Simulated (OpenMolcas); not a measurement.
Computed levels of 3s² 3p in ions with 13 electrons, in cm-1 above ²P°_1/2.

```
Program             : OpenMolcas
Method              : SS-CASPT2, IPEA 0.25 Eh, imaginary shift 0.1 Eh
Basis               : ANO-RCC-VQZP
Scalar Hamiltonian  : DKH2, point nucleus
Spin-orbit coupling : state interaction with AMFI integrals over the reference wave functions, term energies averaged over their components
```

Active space for each ion: 3 electrons in 4 orbitals (3s 3p); closed shells correlated by CASPT2: 2s 2p.

```tsv
Level	Al	Si+	S3+	Cl4+	Ar5+
²P°_3/2	103	257	836	1330	2000
```

**Question.** Estimate ²P°_3/2 for P2+ from its neighbours Si+ and S3+.

**Answer.** ²P°_3/2 is fine structure, which grows about as the fourth power of a screened charge, so the fourth roots are averaged: ((257^0.25 + 836^0.25) / 2)^4 = 484. The calculation gives 483, so the estimate is off by +0.2 %; the measured value is 559 (Martin, Zalubas and Musgrove, J. Phys. Chem. Ref. Data 14, 751 (1985)).

Over all roots computed the reference weight is 0.92 to 0.98 in Al, 0.92 to 0.99 in Si+, 0.88 to 0.99 in P2+, 0.88 to 0.99 in S3+, 0.89 to 0.99 in Cl4+, 0.90 to 0.99 in Ar5+; the roots of lowest weight are the least certain, and an intruder state may touch them. Measured partners are found by configuration, term and J. A level has none where our copy of the source lacks it or the pairing is in doubt (some pairs that miss far off the trend of their configuration count as doubtful), and it then counts in no deviation. Levels of configurations outside the active space are missing.

° marks odd parity.
